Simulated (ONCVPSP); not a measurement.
# Reading a pseudo-wave (fluorine)

Columns: radius, all-electron u(r) and pseudo u(r) of the 2p shell (level -19.24 eV) of fluorine in the configuration [He] 2s2 2p4.5; PBE, non-relativistic, ONCV scheme, ONCVPSP 4.0.1.

```csv
r (bohr),all-electron,pseudo
0.072,0.0840,0.0269
0.145,0.2528,0.1057
0.217,0.4294,0.2247
0.290,0.5876,0.3729
0.362,0.7132,0.5296
0.435,0.8088,0.6826
0.507,0.8739,0.8135
0.580,0.9139,0.9157
0.652,0.9322,0.9815
0.725,0.9337,1.0125
0.798,0.9220,1.0119
0.870,0.9008,0.9867
0.942,0.8728,0.9449
1.015,0.8394,0.8930
1.088,0.8028,0.8379
1.160,0.7648,0.7847
1.232,0.7260,0.7351
1.305,0.6864,0.6893
1.378,0.6473,0.6477
1.450,0.6096,0.6096
1.522,0.5730,0.5730
1.595,0.5373,0.5373
1.668,0.5031,0.5031
1.740,0.4709,0.4709
1.812,0.4403,0.4403
1.885,0.4110,0.4110
```

How many radial nodes do the two functions have?

The all-electron 2p function has n − l − 1 = 0; the pseudo-wave has 0.

At about which radius was the pseudo-wave matched?

1.45 bohr, where the columns begin to agree (steps of 0.07 bohr).

Is the pseudo-wave norm-conserving?

Yes: the ONCV scheme keeps the norm inside the radius equal to the all-electron one, which fixes the energy derivative of the logarithmic derivative at the level.
